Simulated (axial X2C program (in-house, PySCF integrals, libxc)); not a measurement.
# Testing model relations on TlCl

A bond curve at the CCSD(T) level, two-component, was computed with an axial X2C code built on PySCF integrals (basis Tl dyall-cv4z [14s16p11d7f3g], Cl dyall-av4z [10s9p4d3f2g] (cores contracted in-house)) for the state Ω = 0 (closed shell). Its fit gives Re = 2.4994 Å, ωe = 281.1 cm⁻¹, ωexe = 0.847 cm⁻¹ and αe = 3.899e-04 cm⁻¹; the masses are 204.9744 and 34.9689 u. Two-component means X2C with spin–orbit coupling and atomic mean-field Coulomb and Gaunt terms.

Correlated methods: 20 electrons correlated (number of frozen shells: Tl 5 s, 4 p, 2 d, 1 f; Cl 2 s, 1 p), 402 virtual spin orbitals or spinors in MP2, 180 natural virtuals in coupled cluster.

Question: Find the reduced mass, Be and the force constant.

Answer: From the CCSD(T) values: μ = 29.8726 u. Be = 16.8576/(μ Re²) = 0.09033 cm⁻¹. k = 5.8918×10⁻⁷ μ ωe² = 1.39 mdyn/Å.

Question: Where do the fundamental and the first overtone lie?

Answer: ν(1←0) = ωe − 2ωexe = 279.4 cm⁻¹; ν(2←0) = 2ωe − 6ωexe = 557.1 cm⁻¹.

Question: Estimate De from a Morse curve and compare with the computed well depth of 3.812 eV to Tl + Cl.

Answer: De(Morse) = ωe²/(4ωexe) = 2.892 eV against 3.812 eV computed, a ratio of 0.76. The extrapolation falls short: long-range attraction (ionic or ion–induced dipole) or a change of character along the curve can cause this.

Question: Estimate the centrifugal constant by the Kratzer relation.

Answer: D = 4Be³/ωe² = 3.73e-08 cm⁻¹.

Question: A Morse curve ties αe to the other constants (Pekeris). How well does that hold?

Answer: αe(Morse) = 6Be²/ωe × (√(ωexe/Be) − 1) = 3.592e-04 cm⁻¹; the CCSD(T) curve gives 3.899e-04 cm⁻¹, a ratio of 0.92.

Occupations by symmetry block were frozen at the best pattern of an incomplete PBE0 search. De is counted from the lowest determinant-based energies of the atoms at the same level, without counterpoise correction. CCSD and (T) use frozen natural virtuals with an MP2 correction for the truncation; (T) itself is uncorrected, so its De runs slightly low.
